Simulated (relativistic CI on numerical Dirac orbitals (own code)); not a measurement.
**Cr3+ (3d3) in a crystal field**

Calculated by Dirac-Coulomb-Breit CI, orbitals from a KLI potential per configuration, QED by a radiative potential, valence Slater integrals scaled by 0.75, one configuration in a parametric crystal field (own radial code).

Field parameters in Wybourne normalisation: D3d B²₀ = −7Dσ, B⁴₀ = −14Dq − 21Dτ, B⁴₃ = −14√(10/7) Dq. The field is a parameter set, without covalency.

S and J are read from ⟨S²⟩ = S(S + 1) and ⟨J²⟩ = J(J + 1) of each level; they are not fictitious spins.

D3d, 10Dq = 22550, Dσ = -1200, Dτ = -330 cm⁻¹, the lowest 16 levels:

| E (cm⁻¹) | Degeneracy | Irrep | S | J |
| --- | --- | --- | --- | --- |
| 0.0 | 2 | Γ4 | 1.50 | 3.47 |
| 1.0 | 2 | Γ5+Γ6 | 1.50 | 3.47 |
| 13693 | 2 | Γ4 | 0.50 | 4.00 |
| 13870 | 2 | Γ5+Γ6 | 0.50 | 3.79 |
| 16320 | 2 | Γ4 | 0.50 | 3.80 |
| 16331 | 2 | Γ5+Γ6 | 0.50 | 4.33 |
| 16958 | 2 | Γ4 | 0.51 | 3.93 |
| 19571 | 2 | Γ4 | 1.50 | 3.37 |
| 19591 | 2 | Γ4 | 1.50 | 3.39 |
| 19607 | 2 | Γ5+Γ6 | 1.50 | 3.44 |
| 19626 | 2 | Γ4 | 1.50 | 3.47 |
| 23250 | 2 | Γ5+Γ6 | 1.50 | 3.47 |
| 23264 | 2 | Γ4 | 1.50 | 3.50 |
| 23843 | 2 | Γ4 | 0.50 | 3.63 |
| 26834 | 2 | Γ5+Γ6 | 0.51 | 3.55 |
| 27130 | 2 | Γ4 | 0.51 | 3.85 |

Principal g values of the ground doublet: 1.97, 3.93, 3.93.

D3d, 10Dq = 22550, Dσ = -980, Dτ = -330 cm⁻¹, the lowest 16 levels:

| E (cm⁻¹) | Degeneracy | Irrep | S | J |
| --- | --- | --- | --- | --- |
| 0.0 | 2 | Γ4 | 1.50 | 3.47 |
| 0.7 | 2 | Γ5+Γ6 | 1.50 | 3.47 |
| 14038 | 2 | Γ4 | 0.51 | 4.01 |
| 14201 | 2 | Γ5+Γ6 | 0.50 | 3.80 |
| 16393 | 2 | Γ4 | 0.50 | 3.80 |
| 16405 | 2 | Γ5+Γ6 | 0.50 | 4.31 |
| 16892 | 2 | Γ4 | 0.51 | 3.94 |
| 19796 | 2 | Γ4 | 1.50 | 3.38 |
| 19816 | 2 | Γ4 | 1.50 | 3.40 |
| 19834 | 2 | Γ5+Γ6 | 1.50 | 3.44 |
| 19852 | 2 | Γ4 | 1.50 | 3.48 |
| 23002 | 2 | Γ5+Γ6 | 1.50 | 3.48 |
| 23015 | 2 | Γ4 | 1.50 | 3.50 |
| 23999 | 2 | Γ4 | 0.50 | 3.65 |
| 26399 | 2 | Γ5+Γ6 | 0.51 | 3.55 |
| 26685 | 2 | Γ4 | 0.51 | 3.85 |

Principal g values of the ground doublet: 1.97, 3.94, 3.94.

D3d, 10Dq = 22550, Dσ = -760, Dτ = -330 cm⁻¹, the lowest 10 levels:

| E (cm⁻¹) | Degeneracy | Irrep | S | J |
| --- | --- | --- | --- | --- |
| 0.0 | 2 | Γ4 | 1.50 | 3.47 |
| 0.4 | 2 | Γ5+Γ6 | 1.50 | 3.47 |
| 14362 | 2 | Γ4 | 0.51 | 4.02 |
| 14510 | 2 | Γ5+Γ6 | 0.50 | 3.82 |
| 16464 | 2 | Γ4 | 0.50 | 3.80 |
| 16480 | 2 | Γ5+Γ6 | 0.50 | 4.29 |
| 16827 | 2 | Γ4 | 0.50 | 3.95 |
| 20016 | 2 | Γ4 | 1.50 | 3.38 |
| 20036 | 2 | Γ4 | 1.50 | 3.41 |
| 20055 | 2 | Γ5+Γ6 | 1.50 | 3.45 |

Principal g values of the ground doublet: 1.97, 3.94, 3.94.

D3d, 10Dq = 22550, Dσ = -550, Dτ = -330 cm⁻¹, the lowest 16 levels:

```tsv
E (cm⁻¹)	Degeneracy	Irrep	S	J
0.0	2	Γ4	1.50	3.47
0.1	2	Γ5+Γ6	1.50	3.47
14648	2	Γ4	0.51	4.03
14781	2	Γ5+Γ6	0.50	3.84
16530	2	Γ4	0.50	3.82
16551	2	Γ5+Γ6	0.50	4.27
16767	2	Γ4	0.50	3.95
20220	2	Γ4	1.50	3.38
20242	2	Γ4	1.50	3.41
20262	2	Γ5+Γ6	1.50	3.46
20282	2	Γ4	1.50	3.51
22551	2	Γ5+Γ6	1.50	3.48
22564	2	Γ4	1.50	3.51
24309	2	Γ4	0.50	3.69
25607	2	Γ5+Γ6	0.51	3.53
25870	2	Γ4	0.51	3.82
```

Principal g values of the ground doublet: 1.97, 3.94, 3.94.

D3d, 10Dq = 22550, Dσ = -330, Dτ = -330 cm⁻¹, the lowest 10 levels:

```tsv
E (cm⁻¹)	Degeneracy	Irrep	S	J
0.0	2	Γ5+Γ6	1.50	3.47
0.2	2	Γ4	1.50	3.47
14923	2	Γ4	0.51	4.04
15040	2	Γ5+Γ6	0.50	3.86
16583	2	Γ4	0.50	3.90
16625	2	Γ5+Γ6	0.50	4.24
16720	2	Γ4	0.50	3.87
20430	2	Γ4	1.50	3.38
20452	2	Γ4	1.50	3.42
20473	2	Γ5+Γ6	1.50	3.47
```

Principal g values of the ground doublet: 0.00, 0.00, 5.91.

The free-ion ground term has S = 3/2. Every field shown keeps that spin.

Levels of this model without a field, named by their leading LS term (the scale mimics covalency, so terms lie below those of the real free ion): ⁴F3/2 0, ⁴F5/2 223, ⁴F7/2 522, ⁴F9/2 889, ⁴P1/2 13235, ⁴P3/2 13341, ²G7/2 13428, ⁴P5/2 13624 cm⁻¹.
